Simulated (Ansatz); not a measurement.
Start from `IC1=CC1` and change one atom or group to get `BC1=CC1`.

Ansatz, PBE0-D4/def2-TZVP geometries, multiplicity 1. 

Elements past krypton have def2 core potentials.

```csv
property,`IC1=CC1`
HOMO energy (B3LYP/def2-TZVPP) / eV,-6.76
"ideal-gas entropy at 298 K and 1 bar (rigid rotor, harmonic PBE0-D4/def2-TZVP) / J/(mol·K)",302
size of the dipole moment (PBE/def2-TZVPP) / D,0.73
size of the dipole moment (ωB97M-V/def2-TZVPP) / D,0.75
zero-point energy (PBE0-D4/def2-TZVP) / kJ/mol,123.7
HOMO–LUMO gap (ωB97M-V/def2-TZVPP) / eV,10.27
```

**Question.** Give the same properties after the change, and the shifts. (An estimate is asked.)

**Answer.** The calculation gave: 
| property | `BC1=CC1` | shift |
| --- | --- | --- |
| HOMO energy (B3LYP/def2-TZVPP) / eV | -7.61 | -0.85 |
| ideal-gas entropy at 298 K and 1 bar (rigid rotor, harmonic PBE0-D4/def2-TZVP) / J/(mol·K) | 274 | -28 |
| size of the dipole moment (PBE/def2-TZVPP) / D | 2.19 | 1.46 |
| size of the dipole moment (ωB97M-V/def2-TZVPP) / D | 2.24 | 1.49 |
| zero-point energy (PBE0-D4/def2-TZVP) / kJ/mol | 179.5 | 55.8 |
| HOMO–LUMO gap (ωB97M-V/def2-TZVPP) / eV | 12.12 | 1.85 |

With PBE0 the HOMO falls by 0.85 eV and the LUMO rises by 0.71 eV, so the gap widens by about 1.56 eV. PBE moves the HOMO by -0.75 eV and ωB97M-V by -0.99 eV. The zero-point energy changes by 55.8 kJ/mol with +6 modes. Dipoles are sizes alone; their direction can turn.

B3LYP here is the variant with VWN-RPA as its local correlation; programs differ in this.

Spin–orbit coupling is left out; it splits and shifts lone-pair levels of the heavy atoms by tenths of an eV.
